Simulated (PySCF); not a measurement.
Predicted microwave data (wB97X-D/def2-SVPD in PySCF (dipole) on a GFN2-xTB geometry, gas phase) for one isomer of C4H6FNSi:

| Item | Value |
| --- | --- |
| Rotational constants | A = 2826, B = 1786, C = 1376 MHz |
| Dipole components | \|μa\| = 3.88 D, \|μb\| = 2.56 D, \|μc\| = 0.06 D |
| Inertial defect | -94.56 u·Å² |
| κ | -0.43 |

Task: Which structure is it? (One computed conformer of each.)
A. `C/C([SiH3])=C(/F)C#N`
B. `[N:1]#[C:2][SiH2:3]/[CH:4]=[CH:5]\[CH2:6][F:7]` with C2–Si3–C4–C5 -56°, C4–C5–C6–F7 -17°
C. `[N:1]#[C:2][Si@@H:3]1[CH2:4][C@H:5]1[CH2:6][F:7]` with C4–C5–C6–F7 57°
D. `[CH:1]#[C:2]/[CH:3]=[CH:4]/[Si@H:5]([NH2:6])[F:7]` with C3–C4–Si5–N6 -42°, C4–Si5–N6–H 180° and -36°
E. `[CH:1]#[C:2]/[CH:3]=[CH:4]\[Si@@H:5]([NH2:6])[F:7]` with C3–C4–Si5–N6 49°, C4–Si5–N6–H 85° and -55°
F. `[CH:1]#[C:2][Si@@H:3]([NH2:4])[C:5](=[CH2:6])[F:7]` with C2–Si3–N4–H -64° and 152°, C2–Si3–C5–C6 23°

Result: B. It is N#C[SiH2]/C=C\CF, an asymmetric top, point group C1. The candidates at the same level (rigid rotor, commonest isotopes):

```
              SMILES  A (MHz)  B (MHz)  C (MHz)  μa (D)  μb (D)  μc (D)  Δ (u·Å²)  point group                        rotor
    N#C[SiH2]/C=C\CF     2826     1786     1376    3.88    2.56    0.06    -94.56           C1               asymmetric top
  C#C/C=C/[Si@H](N)F     5624    927.5    830.1    0.70    1.62    0.30    -25.93           C1  near-prolate asymmetric top
 C#C[Si@@H](N)C(=C)F     3110     1600     1138    1.34    0.23    0.09    -34.09           C1               asymmetric top
 C#C/C=C\[Si@@H](N)F     4121     1384     1099    2.39    0.20    0.74    -28.00           C1               asymmetric top
C/C([SiH3])=C(/F)C#N     3820     1445     1068    3.68    1.41    0.00     -9.00           Cs               asymmetric top
N#C[Si@@H]1C[C@H]1CF     5612     1118     1083    3.11    0.98    0.05    -75.52           C1  near-prolate asymmetric top
```

`C#C/C=C/[Si@H](N)F` has A 99 % too high; `N#C[Si@@H]1C[C@H]1CF` has A 99 % too high; `C#C[Si@@H](N)C(=C)F` has C 17 % too low; `C/C([SiH3])=C(/F)C#N` has A 35 % too high; `C#C/C=C\[Si@@H](N)F` has A 46 % too high. No structure here is proved a minimum.
